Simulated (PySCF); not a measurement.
Calculation: PBE-D3(BJ)/def2-TZVP // M06-2X/def2-TZVP (PySCF). All species are isolated molecules in the gas phase. One relaxed conformer stands for a flexible species; it need not be the lowest. Excitations are Tamm–Dancoff values on a coarser integration grid. The basis has no diffuse functions, so Rydberg states are missing or too high.

Reference species (SMILES): `COB` (neutral, multiplicity 1).

The LUMO is -1.33 eV. The HOMO is -7.10 eV and the S1 excitation (TDA) is 5.96 eV.

Changed species: `[BH2][AlH2]` (X = AlH2; the reference has X = methoxy).

Problem. Predict the effect on the LUMO, HOMO and S1 excitation (TDA).

Solution. the LUMO falls by 2.02 eV, to -3.35 eV; the HOMO rises by 0.76 eV, to -6.34 eV; the S1 excitation (TDA) decreases by 2.55 eV, to 3.41 eV.
